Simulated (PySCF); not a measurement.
# BeSn: frontier orbitals

M06 at R = 2.365 Å; Be x2c-SVPall, Sn x2c-SVPall; spin-free X2C with a Gaussian nucleus (PySCF 2.14). State: ³Σ⁻ (triplet), unpaired electrons π ↑↑. Only the outer orbitals are listed, counted within each symmetry.

```tsv
spin	orbital	occ.	ε (eV)	on Be (%)	main shells (%)
α	11σ	1	-12.06	14	84 Sn s, 10 Be s
α	12σ	1	-6.77	52	51 Be s, 35 Sn p, 12 Sn s
α	6π	1	-4.73	28	72 Sn p, 28 Be p
α	6π	1	-4.73	28	72 Sn p, 28 Be p
α	13σ	0	-2.87	72	46 Be p, 27 Be s, 26 Sn p
α	7π	0	-0.87	69	69 Be p, 29 Sn p
α	7π	0	-0.87	69	69 Be p, 29 Sn p
β	11σ	1	-11.41	13	86 Sn s, 10 Be s
β	12σ	1	-6.32	55	54 Be s, 36 Sn p, 8 Sn s
β	6π	0	-2.75	27	73 Sn p, 27 Be p
β	6π	0	-2.75	27	73 Sn p, 27 Be p
β	13σ	0	-2.58	70	49 Be p, 28 Sn p, 21 Be s
```

**Question.** Which are the highest filled and the lowest empty level, where do they sit, and how wide is the gap?

**Answer.** Highest filled α 6π at -4.73 eV (in %: 72 Sn p, 28 Be p); lowest empty α 13σ at -2.87 eV (in %: 46 Be p, 27 Be s, 26 Sn p); the gap at M06 is 1.86 eV.

- bond order (Mayer): 1.81
- ⟨S²⟩: 2.003
- charge on Be (Mulliken, basis-dependent): 0.09
- charge on Be (Löwdin, basis-dependent): -0.04
- dipole moment (positive dipole means Be(−)Sn(+)): -1.25 D

Spin–orbit coupling is left out. The state is the lowest determinant that a PBE0 search found; another state may lie lower at other levels.
